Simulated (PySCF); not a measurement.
## Polarisability and C₆ of Sb²⁺ (antimony, charge +2)

[Kr] 4d10 5s2 5p1, 2P determinant. All numbers are calculated (PySCF 2.14, scalar relativity through the core potential, in aug-cc-pVQZ-PP with one added diffuse shell each of s, p, d, f, g type with ECP28MDF (8s8p6d4f3g, 117 functions)). Coupled (time-dependent) response in atomic units; α is the mean over directions.

| method | mean α (bohr³) | α xx, yy, zz | C₆ (like pair) | S(−4) |
| --- | --- | --- | --- | --- |
| M06 | 15.31 | 14.88, 16.18, 14.88 | 90.09 | 74.25 |

S(−4) is the Cauchy moment in α(ω) = α(0) + S(−4) ω² + …

Spin-orbit coupling is absent.

α(iu) at M06:

```tsv
u (hartree)	α(iu) (bohr³)
0	15.31
0.0500	15.13
0.100	14.61
0.200	12.88
0.300	10.85
0.500	7.457
0.750	4.936
1.00	3.555
1.50	2.193
2.00	1.537
3.00	0.8956
5.00	0.4105
```

A single London oscillator, α(iu) = α/(1 + u²/ω²), gives C₆ = (3/4) ω α². Matching the computed C₆ needs ω = 4 × 90.09 / (3 × 15.31²) = 0.512 hartree.

For an ion, C₆ is the dispersion term alone; charge-induced terms of lower order in 1/R come first.

The components differ because the open shell of this determinant is not spherical; for a pure term their mean is the scalar polarisability.

Energies and moments cover only the electrons outside the core potential.
